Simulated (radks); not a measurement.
Question: The mean radii <r> (bohr) of the occupied orbitals of an atom or ion are listed with their occupations. All-electron calculation, scalar-relativistic Kohn-Sham, BLYP, spin-polarised, spherical densities, finite nucleus; Fermi nuclear charge, rms radius of each element as measured or else 0.836 A^(1/3) + 0.57 fm. Program: a radial shooting solver on a logarithmic mesh with Libxc functionals.

| orbital | occ. | <r> |
|---|---|---|
| 1s up | 1 | 0.04692 |
| 1s down | 1 | 0.04687 |
| 2s up | 1 | 0.2013 |
| 2s down | 1 | 0.2019 |
| 2p up | 3 | 0.1740 |
| 2p down | 1 | 0.1747 |

Name the element and its charge. Open shells, if any, are filled with parallel spins first.

Answer: Z = 32, germanium, charge +24: Ge24+ in [He] 2s2 2p4. The 1s radius gives Z: for a bare nucleus <r> = (2 gamma + 1)/(2Z) with gamma = sqrt(1 - (Z/c)^2), 0.04601 bohr for Z = 32, and screening makes it slightly larger (0.04692 here). The occupations add up to 8, and the charge is Z minus that.
